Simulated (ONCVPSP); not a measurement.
## fluorine (F): excitation energies, all-electron against ONCV

* Element: F
* Generator: ONCVPSP 4.0.1
* Type: optimised norm-conserving Vanderbilt (ONCV)
* Functional: PBE
* Relativity: non-relativistic
* Frozen core: [He]
* Valence charge: 7
* Reference configuration: 2s2 2p5
* Partial waves: 2s: rc 0.65 bohr, ncon 4, nbas 7, qcut 10.1 1/bohr, 2 projectors, debl 2.1 Ha; 2p: rc 1.15 bohr, ncon 3, nbas 7, qcut 9.5 1/bohr, 2 projectors, debl 2.9 Ha; d scattering state at 0.21 Ha: rc 1.10 bohr, ncon 4, nbas 7, qcut 10 1/bohr, 1 projector
* Local potential: polynomial inside 0.60 bohr (lpopt 5, dvloc0 6.5 Ha)
* Core correction: Teter function, fcfact 1.75, rcfact 1.2

Energies are relative to the spin-unpolarised reference configuration 2s2 2p5; without spin polarisation the order of configurations can differ from experiment.

Problem. Give the all-electron excitation energy and the error of the potential for: 2s2 2p4; 2s2 2p3; 2s2 2p2; 2s2 2p4.5.

Solution.

```
valence configuration  charge  ΔE all-electron (eV)  error AE − PS (meV)
              2s2 2p4      +1                19.401                  +19
              2s2 2p3      +2                57.796                 +159
              2s2 2p2      +3               118.438                 +634
            2s2 2p4.5    +0.5                 7.549                 +2.5
```

Levels in the configuration 2s2 2p3:

```csv
level,all-electron (eV),pseudo (eV)
2s,-67.892,-67.851
2p,-49.009,-48.749
```
